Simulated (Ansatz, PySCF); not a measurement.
C4H9NSi, SMILES [SiH3]N1CC=CC1. Atoms are numbered in the order given.

```xyz
15

Si     1.9949    -0.0003     0.0000
N      0.2640    -0.0324     0.0000
C     -0.5605     0.0512     1.2062
C     -1.9605    -0.0237     0.6688
C     -1.9605    -0.0237    -0.6688
C     -0.5605     0.0512    -1.2062
H      2.4761    -0.7006     1.2301
H      2.4761    -0.7006    -1.2301
H      2.6081     1.3723     0.0000
H     -0.3387    -0.7735     1.9158
H     -0.4143     0.9952     1.7804
H     -2.8429    -0.0516     1.3129
H     -2.8429    -0.0516    -1.3129
H     -0.4143     0.9952    -1.7804
H     -0.3387    -0.7735    -1.9158
```

Geometry optimised at r2SCAN-D4/def2-SVP. This is a generated structure with no PubChem entry under its InChIKey; it may be hypothetical. One conformer was computed; it need not be the lowest.

Two levels are set side by side: PBE-D3(BJ)/def2-SVP (Ansatz, a program for electronic structure) and r2SCAN-D4/def2-SVP (Ansatz). Each level has its own optimised geometry; the coordinates shown are those of the second. Frequencies come from the Hessian of PySCF at each geometry. Differences are taken from unrounded values.

| quantity | r2SCAN-D4 |
|---|---|
| mean bond length (Å) | 1.342 |
| bond Si1–N2 (Å) | 1.731 |
| bond N2–C3 (Å) | 1.463 |
| bond N2–C6 (Å) | 1.463 |
| bond C3–C4 (Å) | 1.502 |
| bond C4–C5 (Å) | 1.338 |
| bond C5–C6 (Å) | 1.502 |
| bond Si1–H7 (Å) | 1.495 |
| bond Si1–H8 (Å) | 1.495 |
| bond Si1–H9 (Å) | 1.503 |
| bond C3–H10 (Å) | 1.110 |
| bond C3–H11 (Å) | 1.114 |
| bond C4–H12 (Å) | 1.093 |
| bond C5–H13 (Å) | 1.093 |
| bond C6–H14 (Å) | 1.114 |
| bond C6–H15 (Å) | 1.110 |
| highest harmonic wavenumber (cm⁻¹) | 3226 |
| mean harmonic wavenumber (cm⁻¹) | 1339 |
| zero-point energy (kcal/mol) | 74.64 |

What does PBE-D3(BJ) give, and how far is it from r2SCAN-D4? (The exact figures need the calculation; the answer reports its results.)


```
quantity                            PBE-D3(BJ)  PBE-D3(BJ) minus r2SCAN-D4
----------------------------------  ----------  --------------------------
mean bond length (Å)                     1.349                       0.007
bond Si1–N2 (Å)                          1.741                       0.010
bond N2–C3 (Å)                           1.466                       0.002
bond N2–C6 (Å)                           1.466                       0.002
bond C3–C4 (Å)                           1.506                       0.005
bond C4–C5 (Å)                           1.344                       0.007
bond C5–C6 (Å)                           1.506                       0.005
bond Si1–H7 (Å)                          1.506                       0.011
bond Si1–H8 (Å)                          1.506                       0.011
bond Si1–H9 (Å)                          1.515                       0.011
bond C3–H10 (Å)                          1.118                       0.007
bond C3–H11 (Å)                          1.122                       0.008
bond C4–H12 (Å)                          1.099                       0.007
bond C5–H13 (Å)                          1.099                       0.007
bond C6–H14 (Å)                          1.122                       0.008
bond C6–H15 (Å)                          1.118                       0.007
highest harmonic wavenumber (cm⁻¹)        3161                         -64
mean harmonic wavenumber (cm⁻¹)           1304                         -35
zero-point energy (kcal/mol)             72.71                       -1.94
```
